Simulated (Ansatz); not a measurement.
A nudged elastic band was laid between two geometries of a periodic cell of 17 atoms, TiSi₁₆ (host Si, host structure diamond, interstitial Ti).

All numbers below come from Ansatz 0.2.0, DFT PBE, scalar-relativistic, plane waves, PAW. Settings: PAW set soft_1, cutoff 420 eV, k mesh 2x2x2, gaussian smearing 0.02 eV, no spin polarisation.

- movable images: 5
- climbing image: yes
- spring: 5.0 eV/Å²
- optimiser: quadratic models (default)
- start path: IDPP
- force threshold: 0.05 eV/Å
- iteration limit: 36
- end points: relaxed

Image 0:

```xyz
17
Lattice="0.0000 5.4300 5.4300 5.4300 0.0000 5.4300 5.4300 5.4300 0.0000" Properties=species:S:1:pos:R:3
Si 0.037 0.002 0.020
Si 1.335 1.392 1.378
Si 2.710 2.699 0.000
Si 4.129 4.036 1.423
Si 2.691 -0.001 2.676
Si 4.109 1.384 4.033
Si 5.424 2.679 2.712
Si 6.718 4.029 4.011
Si -0.001 2.742 2.716
Si 1.348 4.067 4.067
Si 2.732 5.434 2.762
Si 4.090 6.825 4.055
Si 2.711 2.740 5.431
Si 4.077 4.066 6.796
Si 5.385 5.431 5.410
Si 6.745 6.812 6.831
Ti 8.140 5.412 5.430
```

Image 6:

```xyz
17
Lattice="0.0000 5.4300 5.4300 5.4300 0.0000 5.4300 5.4300 5.4300 0.0000" Properties=species:S:1:pos:R:3
Si -0.008 0.007 -0.002
Si 1.354 1.338 1.360
Si 2.756 2.694 -0.037
Si 4.115 4.071 1.383
Si 2.719 0.010 2.724
Si 4.070 1.330 4.078
Si 5.409 2.678 2.741
Si 6.765 4.073 4.033
Si -0.045 2.695 2.759
Si 1.375 4.074 4.117
Si 2.780 5.471 2.781
Si 4.071 6.825 4.076
Si 2.733 2.682 5.415
Si 4.029 4.075 6.771
Si 5.366 5.473 5.370
Si 6.786 6.805 6.792
Ti 6.787 4.093 6.790
```

Task: Which bonds break or form, and what moves?

Result: Contacts lost: Si1–Ti17, Si5–Ti17, Si6–Ti17, Si13–Ti17. Contacts made: Si2–Ti17, Si9–Ti17, Si10–Ti17, Si14–Ti17. The atom that moves furthest is Ti17, by 2.33 Å.

Task: Give the energies along the band, and the barrier.

Result: The forces met the threshold. The highest image is number 3 of 0 to 6, 1.71 eV above the ends, which have the same energy within 2 meV. By the program's own check the climbing image is of a kind that is not told: the force calls were inconclusive, a negative curvature could not be distinguished from the path's own, the only one lies far off the path, or fixed occupations may fill a level only in part (lowest curvatures found: -4.17 and -0.02 eV/Å²). Limits of this set-up: coarse k mesh.

```
image  path coordinate (Å)  energy (eV)  Si1–Ti17 (Å)  Si5–Ti17 (Å)  Si6–Ti17 (Å)
    0                 0.00         0.00          2.76          2.75          2.42
    1                 0.53         0.15          2.85          2.85          2.41
    2                 1.06         1.04          3.13          3.12          2.68
    3                 1.59         1.71          3.51          3.51          3.19
    4                 2.12         1.04          3.93          3.93          3.75
    5                 2.65         0.15          4.31          4.31          4.28
    6                 3.18         0.00          4.49          4.49          4.67
```

Task: What is the geometry of the highest image?

Result: 
```xyz
17
Lattice="0.0000 5.4300 5.4300 5.4300 0.0000 5.4300 5.4300 5.4300 0.0000" Properties=species:S:1:pos:R:3:forces:R:3
Si 0.008 -0.071 0.076 -0.02 0.00 0.00
Si 1.428 1.349 1.289 0.00 0.02 0.00
Si 2.823 2.587 -0.109 -0.01 0.00 0.01
Si 4.198 3.963 1.471 0.01 0.01 -0.01
Si 2.640 -0.072 2.709 0.00 0.00 0.02
Si 3.875 1.164 4.271 0.00 0.00 0.00
Si 5.235 2.524 2.907 0.00 0.00 0.00
Si 6.673 3.961 3.945 0.01 0.01 0.00
Si 0.194 2.912 2.523 0.00 0.00 0.00
Si 1.428 4.147 4.086 0.01 0.01 -0.02
Si 2.824 5.543 2.846 -0.01 -0.01 0.00
Si 4.261 6.980 3.883 -0.01 -0.01 0.00
Si 2.641 2.726 5.506 0.00 -0.02 0.00
Si 4.061 4.146 6.718 0.02 0.00 0.00
Si 5.298 5.543 5.321 0.00 -0.01 0.01
Si 6.674 6.917 6.901 0.01 0.01 -0.01
Ti 7.463 4.752 6.110 0.00 0.00 0.00
```

The run took 7.7 min on 1 thread of Arm Neoverse V2, on a shared host, peak memory 0.9 GiB.
